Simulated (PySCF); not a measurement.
BH2, SMILES [BH2+], charge +1. Geometry optimised at r2SCAN-D4/def2-TZVPD.

TDDFT-PBE0/def2-TZVPD in PySCF 2.14.0 puts the lowest singlet excitations at 7.29, 7.29, 11.27, 11.27, 14.32, 15.59 eV and the lowest triplet (TDA) at 6.19 eV.

### Question
What are the lowest singlet roots from EOM-CCSD/aug-cc-pVDZ (PySCF)? (The exact figures need the calculation; the answer reports its results.)

### Answer
7.46, 7.46, 12.32, 12.32, 14.80, 16.27 eV; triplets 6.71, 6.71, 9.03 eV. S1 differs by 0.17 eV (second minus first; roots are paired by order, and the bases may differ).
